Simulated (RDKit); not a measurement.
Input file for RDKit: UFF on H6NP (a complex).

```python
from rdkit import Chem
from rdkit.Chem import AllChem, rdDetermineBonds

blocks = [
'''4

N    -0.06426243   -0.11648452    0.07645493
H    -0.90630648   -0.68055080    0.07660414
H    -0.34211261    0.83583316   -0.13135445
H     0.52021951   -0.43874063   -0.68637640
''',
'''4

P    -0.08892114    0.44719329    3.25024254
H     1.15657952    0.94731977    2.80238959
H     0.27003795    0.51949106    4.62556233
H     0.29869341   -0.90768121    3.12327460
''',
]
mol = None
for b in blocks:
    f = Chem.MolFromXYZBlock(b)
    rdDetermineBonds.DetermineBonds(f, charge=0)
    mol = f if mol is None else Chem.CombineMols(mol, f)
Chem.SanitizeMol(mol)
print(Chem.MolToSmiles(Chem.RemoveHs(mol)))
ff = AllChem.UFFGetMoleculeForceField(mol, vdwThresh=100.0, ignoreInterfragInteractions=False)
e = ff.CalcEnergy()
print(f'UFF energy {e:.6f} kcal/mol')
```

The log:

```
N.P
UFF energy 2.310976 kcal/mol
```

The run finished.

Cost: very roughly 0.020 core-seconds.
